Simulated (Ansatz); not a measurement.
Caution, from a PySCF single point (B3LYP-D3(BJ)/def2-TZVPD) at this geometry: the highest occupied level lies above zero, so the state may not be bound. This triplet is an excited state, 0.62 eV above the relaxed singlet at the level frozen-core CCSD(T)/aug-cc-pVTZ // B3LYP-D3(BJ)/def2-TZVPD (Ansatz, a quantum-chemistry and plane-wave program).

Species: H$_{2}$B$_{2}$F, SMILES `B[B-]F` (excited triplet) (charge -1, multiplicity 3).

### Question
Give a relaxed geometry from Ansatz with B3LYP-D3(BJ)/def2-TZVPD.

### Answer
Several could match; the one computed here: the end point of this relaxation, one of several conformers (outside a Z-matrix the atoms follow the SMILES, hydrogens last).
Z-matrix (Å, degrees):
```
B
H 1 1.2075
H 1 1.2193 2 116.24
B 1 1.6310 2 123.14 3 -179.99
F 4 1.3656 1 129.12 2 179.98
```
